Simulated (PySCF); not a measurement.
# Frontier orbitals and the lowest excitations

Species: C₅H₆O₃.
Structure used (GFN2-xTB), in Å, numbered top down from 1:
```xyz
14
C5H6O3 angstrom
C      2.355   -0.418    0.627
C      1.048   -0.565    0.725
C      0.078   -0.080   -0.317
O     -1.105   -0.854   -0.403
C     -2.089   -0.202    0.341
O     -1.726    1.155    0.451
C     -0.444    1.308    0.091
O      0.149    2.339    0.111
H      2.809    0.051   -0.230
H      3.019   -0.754    1.403
H      0.593   -1.032    1.588
H      0.547   -0.040   -1.305
H     -3.049   -0.284   -0.182
H     -2.185   -0.624    1.357
```

Level of theory: TDDFT CAM-B3LYP/def2-SVPD, vertical, gas phase, core orbitals frozen in the response (PySCF).

Frontier orbitals with the atoms that hold most of them (Löwdin shares over 4%, at most four atoms; ? is withheld):

| orbital | ε (eV) | atoms |
| --- | --- | --- |
| HOMO-3 | -10.93 | O8 38%, O6 27%, O4 10%, C7 8% |
| HOMO-2 | -10.40 | O8 27%, C2 14%, O4 11%, O6 11% |
| HOMO-1 | -9.69 | O4 34%, O8 21%, C5 8%, C3 7% |
| HOMO | -9.35 | ? |
| LUMO | 0.29 | ? |
| LUMO+1 | 1.16 | C5 22%, H14 12%, O6 10%, C7 9% |
| LUMO+2 | 1.59 | C7 25%, O8 16%, C1 13%, C2 11% |

Q: Give the leading atoms of the HOMO.

A: C1 (bonded to C and 2 H) 28%; C2 (bonded to 2 C and H) 24%; O8 (bonded to C) 16%; C3 (bonded to 2 C, O and H) 8%. By element: carbon 59% or more, oxygen 16% or more.

Q: Give the leading atoms of the LUMO.

A: C1 (bonded to C and 2 H) 21%; C2 (bonded to 2 C and H) 20%; C7 (bonded to C and 2 O) 15%; O8 (bonded to C) 12%. By element: carbon 56% or more, oxygen 12% or more.

Q: The HOMO–LUMO gap is 9.64 eV. Where does the response calculation put the lowest singlet, and from which orbitals?

A: S1 is at 5.68 eV (f = 0.015), 3.96 eV below the gap, made of HOMO→LUMO (33%), HOMO-1→LUMO (27%), HOMO→LUMO+2 (10%). Without the coupling terms of the response equations the lowest excitation would equal the gap.

Next come S2 at 6.72 eV (f 0.043), HOMO-1→LUMO (57%), HOMO→LUMO (37%); S3 at 7.13 eV (f 0.148), HOMO-2→LUMO (42%), HOMO→LUMO (24%); S4 at 7.73 eV (f 0.051), HOMO→LUMO+1 (51%), HOMO-1→LUMO+1 (21%); S5 at 7.75 eV (f 0.0095), HOMO-1→LUMO+1 (30%), HOMO-1→LUMO+2 (20%), HOMO-2→LUMO (17%).

Hardware: one thread, Intel Xeon 6975P-C (x86_64), shared host with 192 logical CPUs at a one-minute load of 70. Cost: 35 s wall, 0.96 GiB resident at most.

One conformer stands for the species.
